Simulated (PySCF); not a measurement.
**Basis and Hamiltonian dependence of the excitation energy of La(2+)**

La(2+) [Xe] 5d1 (2D) → La(2+) [Xe] 4f1 (2F). Calculated with PySCF 2.14 from differences of total energies of unrestricted determinants, without spin-orbit coupling. Values in eV.

| basis | Hamiltonian | functions | UHF | LDA | PBE0 | MP2 (valence) | CCSD(T) (valence) |
| --- | --- | --- | --- | --- | --- | --- | --- |
| def2-TZVPPD with the def2 core potential (46 electrons) | ECP | 59 | 11.284 | 10.479 | 10.730 | 11.090 | 11.054 |
| def2-QZVPPD with the def2 core potential (46 electrons) | ECP | 81 | 10.660 | 9.868 | 10.117 | 10.583 | 10.559 |
| cc-pVDZ-X2C | spin-free X2C | 84 | 1.941 | -0.341 | 0.245 | 1.678 | 1.707 |
| ANO-RCC-VTZP | spin-free X2C | 104 | 9.138 | 7.759 | 8.164 | 8.799 | 8.780 |
| x2c-TZVPPall with one added diffuse shell each of s, p, d type | spin-free X2C | 106 | 5.172 | 2.932 | 3.493 | 4.915 | 4.847 |

Question: Estimate the row for x2c-TZVPPall (spin-free X2C, 97 functions).

Answer: From the rows with the same Hamiltonian and similar size; the calculation gives UHF 5.17; LDA 2.93; PBE0 3.49; MP2 (valence) 4.92; CCSD(T) (valence) 4.85 (eV).

Frozen in the all-electron rows: valence: [Kr] 4d10; with a core potential, the same shells as far as they lie outside it.

At CCSD(T) (valence), def2-TZVPPD with the def2 core potential (46 electrons), def2-QZVPPD with the def2 core potential (46 electrons), cc-pVDZ-X2C, x2c-TZVPPall, ANO-RCC-VTZP, x2c-TZVPPall with one added diffuse shell each of s, p, d type lie more than 0.3 eV from the median of the rows with comparable relativity. Of these, cc-pVDZ-X2C, x2c-TZVPPall, ANO-RCC-VTZP have no diffuse functions of the l that the added or promoted electron needs.
